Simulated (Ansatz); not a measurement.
Geometry optimisation, Ansatz 0.2.0, RKS r2SCAN/def2-SVP.

Input:

```yaml
crystal:
  periodic: [false, false, false]
  atoms:
    - { symbol: C, position_ang: [-0.9536, -1.5438, 2.0106] }
    - { symbol: C, position_ang: [-0.421, -0.5466, 1.056] }
    - { symbol: C, position_ang: [0.0304, 0.2431, 0.2708] }
    - { symbol: Si, position_ang: [0.8803, 1.4609, -0.9308] }
    - { symbol: "N", position_ang: [0.7183, 0.741, -2.4912] }
    - { symbol: H, position_ang: [-1.4572, -2.3243, 1.466] }
    - { symbol: H, position_ang: [-0.2116, -1.8943, 2.6778] }
    - { symbol: H, position_ang: [-1.7385, -1.0044, 2.5993] }
    - { symbol: H, position_ang: [0.041, 2.7275, -0.9357] }
    - { symbol: H, position_ang: [2.238, 1.6947, -0.6205] }
    - { symbol: H, position_ang: [1.1892, -0.1453, -2.4215] }
    - { symbol: H, position_ang: [-0.2384, 0.5363, -2.6469] }
basis:
  gaussian: { orbitals: def2-SVP }
hamiltonian:
  xc: r2scan
relax:
  f_tol: 0.02
  max_steps: 50
```

Command:

```bash
$ ansatz run input.yaml --threads 2 --pin off --max-ram 3072MiB --backend cpu --events-out ev --progress --plain --runs-dir out
```

Where does it end, and by what steps?

The run converged. The force dipped under the threshold on the way, but the program's further checks kept it going. After 7 steps the energy has fallen by 0.440 eV; H11 moved furthest, 0.42 Å.

```csv
step,energy less start (eV),largest force component (eV/Å),accepted
0,0.0000,3.072,yes
1,-0.3561,1.043,yes
2,-0.3154,1.813,no
3,-0.4095,0.147,yes
4,-0.4285,0.268,yes
5,-0.4393,0.050,yes
6,-0.4402,0.012,yes
7,-0.4403,0.019,yes
```

```xyz
12
Properties=species:S:1:pos:R:3
C -0.998 -1.498 2.106
C -0.427 -0.574 1.144
C 0.058 0.214 0.340
Si 0.773 1.355 -0.911
N 0.756 0.789 -2.550
H -1.485 -2.348 1.600
H -0.224 -1.905 2.776
H -1.758 -1.001 2.731
H -0.009 2.624 -0.870
H 2.195 1.605 -0.539
H 1.343 -0.007 -2.785
H -0.147 0.689 -3.009
```

Run time: 29 s on 2 threads of Arm Neoverse V1 (shared host), peak memory 0.16 GiB.
